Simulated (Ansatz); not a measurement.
Ideal-gas functions of `O=C(O)[TeH]` at 500 K and 1 bar, from an Ansatz frequency run at PBE0-D4/def2-TZVP.

Molar mass 173.62 g/mol, point group Cs (symmetry number 1), electronic degeneracy 1, moments of inertia 44.106, 225.003, 269.108 u Å². Harmonic wavenumbers (cm⁻¹, unscaled): 231, 256, 323, 488, 662, 667, 678, 1124, 1312, 1840, 2178, 3738.

Use S(trans) = R[1.5 ln M + 2.5 ln T − 1.1517]; rotational temperatures θ = 24.2544 K / I; S(rot) = R[ln(√π/σ · √(T³/θAθBθC)) + 1.5]; for each mode x = 1.438777 ν̃/T, S = R[x/(eˣ − 1) − ln(1 − e⁻ˣ)] and H = RT x/(eˣ − 1); 1 cm⁻¹ = 0.0119627 kJ/mol; R = 8.31446 J/(mol·K).

**Question.** By hand: the entropy, in J/(mol·K).

**Answer.** Translation 183.9. Rotation: θ = 0.5499, 0.1078, 0.0901 K, giving 116.5. Vibration, mode by mode: 11.86, 11.04, 9.22, 6.14, 4.11, 4.06, 3.96, 1.44, 0.93, 0.26, 0.11, 0.00, in all 53.1. Electronic 0.0. Sum 353.5 J/(mol·K).

**Question.** By hand: H − E and G − E in kJ/mol, counted from the electronic energy.

**Answer.** Zero-point energy ½ × 13497 × 0.0119627 = 80.7; thermal vibration 15.3; translation, rotation and pV give 4 RT = 16.6. H − E = 112.6 kJ/mol, and G − E = 112.6 − 500 × 353.5/1000 = -64.1 kJ/mol.

Vibration gives 15 % of the entropy. The sum counts one conformer and one mirror image; others add a mixing term.
